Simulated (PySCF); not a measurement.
C5H4F6O3.
Geometry (PBE0-D3(BJ)/def2-SVP, Å), atoms numbered from 1 in this order:
```
atom  x, y, z in Å
O1    -1.913    0.942    1.322
C2    -1.277    1.151    0.328
O3    -1.170    2.341   -0.258
C4    -0.491    0.083   -0.416
C5     0.231   -0.818    0.577
O6     1.223   -0.089    1.283
C7     2.465   -0.121    0.790
F8     3.233    0.630    1.548
F9     2.965   -1.359    0.762
F10    2.526    0.341   -0.469
C11   -1.420   -0.742   -1.293
F12   -0.710   -1.547   -2.087
F13   -2.173    0.036   -2.066
F14   -2.233   -1.508   -0.566
H15   -1.704    2.963    0.262
H16    0.224    0.566   -1.096
H17    0.677   -1.685    0.067
H18   -0.484   -1.172    1.329
```

Jobs on this species (18 atoms, 112 electrons) with PySCF (density fitting). Hardware of each: Arm Neoverse N1, one thread, on a shared host. The host was shared with other jobs, so the times are rough. Peak memory is the resident size of the whole Python process, interpreter and libraries included.

```tsv
level and settings	work	basis functions	SCF cycles	wall time	peak memory
PBE0-D3(BJ)/def2-SVP, grid level 1	geometry optimisation from a GFN2-xTB start shaken at random	216	?	?	?
PBE0/pcSseg-1, IEF-PCM acetonitrile	shieldings, charges and field gradients	258	14	1.9 min	1.4 GiB
PBE0/pcSseg-1, IEF-PCM methanol	shieldings	258	14	1.8 min	1.4 GiB
```

Fill in the missing figures.

- PBE0-D3(BJ)/def2-SVP, grid level 1; geometry optimisation from a GFN2-xTB start shaken at random: 14 min, 0.97 GiB, 113 SCF cycles

What do all jobs in the table cost together?

About 18 min; the longest takes about 79 % of that, and about 7.8 times as long as the shortest.
